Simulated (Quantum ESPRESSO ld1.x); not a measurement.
The numbers below are computed, except where a source is named.
Task: The niobium ion Nb3+, configuration [Kr] 4d2. Code: ld1.x of Quantum ESPRESSO 7.5. Model: Dirac Kohn-Sham, exchange-only PBE, spin-unpolarised, spherical densities, point nucleus; open shells fill j = l - 1/2 first. Some entries of the table are withheld. Estimate them.

orbital  occ.  eigenvalue (hartree)  r(max) (bohr)
1s1/2       2              -692.031          0.023
2s1/2       2              -97.7331          0.133
2p1/2       2                   (1)          0.104
2p3/2       4                   (2)          0.108
3s1/2       2                   (3)          0.395
3p1/2       2              -14.2243          0.382
3p3/2       4              -13.6539          0.392
3d3/2       4              -8.37252          0.334
3d5/2       6              -8.26629          0.336
4s1/2       2              -3.21832            (4)
4p1/2       2              -2.38105           1.10
4p3/2       4              -2.30033           1.13
4d3/2       2              -1.08909            (5)
4d5/2       0              -1.08072            (6)

Result: 
(1) 2p1/2 eigenvalue (hartree): -89.7843
(2) 2p3/2 eigenvalue (hartree): -86.2638
(3) 3s1/2 eigenvalue (hartree): -17.2156
(4) 4s1/2 r(max) (bohr): 1.03
(5) 4d3/2 r(max) (bohr): 1.40
(6) 4d5/2 r(max) (bohr): 1.41
